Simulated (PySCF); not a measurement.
Does the answer move with the share of exact exchange?

Compound: TMS, C4H12Si.
Numbering: `[CH3:1][Si:2]([CH3:3])([CH3:4])[CH3:5]` (hydrogens: H6, H7, H8 on C1; H9, H10, H11 on C3; H12, H13, H14 on C4; H15, H16, H17 on C5)

PySCF, 3-21G basis, density fitting, gas phase, GFN2-xTB geometry. One functional is left out:

| functional | exact exchange (%) | HOMO energy (eV) | LUMO energy (eV) |
| --- | --- | --- | --- |
| B97-D | 0 | -6.84 | 2.30 |
| BLYP | 0 | -6.66 | 2.21 |
| BP86 | 0 | -6.93 | 2.16 |
| OPBE | 0 | -6.93 | 2.52 |
| B3LYP | 20 | -7.92 | 2.81 |
| mPW1PW91 | 25 | -8.22 | 3.20 |
| BHandHLYP | 50 | -9.40 | 4.02 |

Problem. Predict the row of B97-2 (21 % exact exchange) by straight lines through the other rows, and check it.

Solution. 
```json
{"property": "HOMO energy (eV)", "line": "-7.94", "computed": "-7.96", "computed − line": "-0.02", "B3LYP (20 %), for comparison": "-7.92"}
{"property": "LUMO energy (eV)", "line": "3.00", "computed": "3.14", "computed − line": "+0.14", "B3LYP (20 %), for comparison": "2.81"}
```

Problem. Which of these properties follows the share of exact exchange most closely, and which least?

Solution. Most closely the HOMO energy, least the LUMO energy; the correlations over the tabulated rows are HOMO energy -0.995, LUMO energy 0.980. The HOMO energy moves by -0.519 eV for every 10 %. Functionals with the same share still differ in their other parts: at 0 % BLYP and BP86 differ by 0.27 eV in it.
